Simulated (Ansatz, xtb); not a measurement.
Pulling on the O3–H4 bond in FHOSi (SMILES O[Si]F) (multiplicity 1 held, fragments rigid). Energies count from the point at 0.966 Å.
Geometry at that point (charge 0, multiplicity 1):
```csv
atom,x (Å),y (Å),z (Å)
Si,0.0094,0.0060,0.6102
F,-0.7351,1.0256,-0.4174
O,0.7308,-1.0461,-0.4256
H,0.6386,-0.9461,-1.3817
```

R- and RO- levels are restricted; in cc, def2 and unpolarised 6-31G sets they are followed outwards from rest. Unrestricted levels (U-) break spin symmetry where that is lower. Levels need not reach the same state.

The values were computed with Ansatz (Gaussian basis) for Hartree–Fock, density functionals and correlated methods; xtb for the GFN methods.  The GFN methods have no spin term and hold the electronic entropy of 300 K.

Problem. One of these levels gives 444.7 kJ/mol for the energy at R = 3.090 Å. Which?
(A) GFN2-xTB
(B) U-HF/cc-pV(T+d)Z
(C) R-PBE/cc-pV(T+d)Z

Solution. A, GFN2-xTB. The others give 381.6 (U-HF/cc-pV(T+d)Z), 549.8 (R-PBE/cc-pV(T+d)Z)

Doubts at one or more of the structures used: a spin-contaminated determinant (U-HF/cc-pV(T+d)Z); a restricted determinant that unrestricted orbitals would lower (R-PBE/cc-pV(T+d)Z).

Ansatz is a program for electronic structure.
